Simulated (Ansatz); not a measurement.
`C[Si](C)(C)C#Cc1cc2sc(-c3cc4sc(-c5cc6sc(-c7cc8sc(C#C[Si](C)(C)C)cc8s7)cc6s5)cc4s3)cc2s1` with charge +1. The state is a doublet with charge 1. Geometry PBE-D4/def2-SVP, that of the neutral singlet; atoms count from 1.

Cartesian coordinates in Å:
```
C 6.673 -0.088 -15.216
Si 6.988 -1.656 -14.209
C 8.841 -1.914 -13.936
C 6.234 -3.161 -15.070
C 6.183 -1.455 -12.557
C 5.658 -1.337 -11.441
C 5.054 -1.193 -10.180
C 5.247 -1.969 -9.032
C 4.455 -1.510 -7.955
S 4.223 -2.008 -6.302
C 3.050 -0.710 -6.031
C 2.427 -0.570 -4.741
C 2.594 -1.364 -3.603
C 1.803 -0.907 -2.524
S 1.544 -1.422 -0.881
C 0.394 -0.106 -0.602
C -0.248 0.047 0.679
C -1.163 1.032 1.064
C -1.583 0.861 2.402
S -2.669 1.708 3.468
C -2.345 0.564 4.780
C -2.995 0.720 6.057
C -2.769 -0.009 7.228
C -3.601 0.426 8.286
S -3.818 -0.035 9.949
C -5.071 1.205 10.171
C -5.697 1.351 11.421
C -6.245 1.476 12.525
Si -7.076 1.672 14.165
C -6.348 3.184 15.036
C -6.760 0.107 15.177
C -8.927 1.912 13.866
C -5.296 1.934 8.999
C -4.467 1.490 7.944
S -4.250 1.948 6.277
C -1.431 -0.422 4.396
C -1.005 -0.248 3.060
S 0.082 -1.092 1.993
C 0.230 0.691 -1.740
C 1.024 0.235 -2.816
S 1.281 0.751 -4.459
C 2.859 0.067 -7.176
C 3.652 -0.387 -8.258
S 3.880 0.112 -9.907
H 7.096 0.803 -14.709
H 5.587 0.082 -15.359
H 7.143 -0.170 -16.219
H 9.291 -1.044 -13.417
H 9.364 -2.045 -14.907
H 9.030 -2.816 -13.319
H 6.700 -3.315 -16.066
H 6.389 -4.081 -14.471
H 5.143 -3.029 -15.217
H 5.936 -2.822 -9.009
H 3.262 -2.235 -3.575
H -1.500 1.833 0.395
H -2.024 -0.811 7.302
H -6.829 3.333 16.025
H -6.504 4.102 14.435
H -5.258 3.063 15.198
H -7.243 0.184 16.173
H -5.674 -0.053 15.333
H -7.168 -0.787 14.664
H -9.464 2.038 14.829
H -9.116 2.812 13.247
H -9.362 1.038 13.340
H -6.034 2.743 8.943
H -1.106 -1.230 5.063
H -0.441 1.558 -1.774
H 2.169 0.920 -7.211
```

Single mean-field runs in def2-SVP are fitted with def2-universal-jkfit.

**Question.** Estimate the Mulliken populations of the heavy atoms from the PBE0/def2-SVP orbitals of Ansatz.

**Answer.** 
```csv
atom,charge (e),spin (α − β)
C1,-0.33,0.00
Si2,0.52,-0.01
C3,-0.33,0.00
C4,-0.33,0.00
C5,-0.35,0.10
C6,0.13,-0.06
C7,-0.17,0.12
C8,0.05,-0.05
C9,-0.05,0.08
S10,0.18,-0.01
C11,-0.10,-0.01
C12,-0.08,0.11
C13,-0.01,-0.01
C14,-0.05,0.08
S15,0.20,-0.02
C16,-0.10,0.06
C17,-0.10,0.06
C18,0.01,0.05
C19,-0.05,0.04
S20,0.20,-0.02
C21,-0.09,0.11
C22,-0.11,-0.01
C23,0.02,0.09
C24,-0.07,-0.01
S25,0.22,-0.01
C26,-0.16,0.12
C27,0.13,-0.06
C28,-0.35,0.11
Si29,0.52,-0.01
C30,-0.33,0.00
C31,-0.33,0.00
C32,-0.33,0.00
C33,0.05,-0.05
C34,-0.05,0.09
S35,0.19,-0.02
C36,0.00,0.00
C37,-0.05,0.07
S38,0.20,-0.02
C39,0.01,0.05
C40,-0.06,0.03
S41,0.19,-0.02
C42,0.00,0.08
C43,-0.07,-0.01
S44,0.23,-0.01
```
Mulliken values depend strongly on the basis.

**Question.** Where does the spin sit?

**Answer.** Summed by element: C 1.17, Si -0.01, S -0.15, H -0.01, of 1 unpaired in all. Largest on single atoms: C26 0.12, C7 0.12, C21 0.11.

**Question.** And the Mayer bond orders between heavy atoms (over 0.3, the first 40 of 51)?

**Answer.** C1–Si2 1.03 (1.89 Å); Si2–C3 1.03 (1.89 Å); Si2–C4 1.03 (1.89 Å); Si2–C5 0.81 (1.85 Å); C5–C6 2.69 (1.24 Å); C6–C7 1.11 (1.41 Å); C7–C8 1.44 (1.40 Å); C7–S44 1.09 (1.78 Å); C8–C9 1.31 (1.41 Å); C9–S10 1.09 (1.74 Å); C9–C43 1.33 (1.41 Å); S10–C11 1.09 (1.77 Å); C11–C12 1.27 (1.44 Å); C11–C42 1.42 (1.40 Å); C12–C13 1.41 (1.40 Å); C12–S41 1.10 (1.77 Å); C13–C14 1.37 (1.41 Å); C14–S15 1.08 (1.74 Å); C14–C40 1.32 (1.41 Å); S15–C16 1.09 (1.77 Å); C16–C17 1.26 (1.44 Å); C16–C39 1.42 (1.40 Å); C17–C18 1.42 (1.40 Å); C17–S38 1.09 (1.77 Å); C18–C19 1.37 (1.41 Å); C19–S20 1.08 (1.74 Å); C19–C37 1.32 (1.41 Å); S20–C21 1.10 (1.77 Å); C21–C22 1.24 (1.44 Å); C21–C36 1.43 (1.40 Å); C22–C23 1.44 (1.40 Å); C22–S35 1.09 (1.77 Å); C23–C24 1.35 (1.42 Å); C24–S25 1.08 (1.74 Å); C24–C34 1.33 (1.41 Å); S25–C26 1.09 (1.78 Å); C26–C27 1.11 (1.41 Å); C26–C33 1.44 (1.40 Å); C27–C28 2.69 (1.24 Å); C28–Si29 0.81 (1.85 Å).
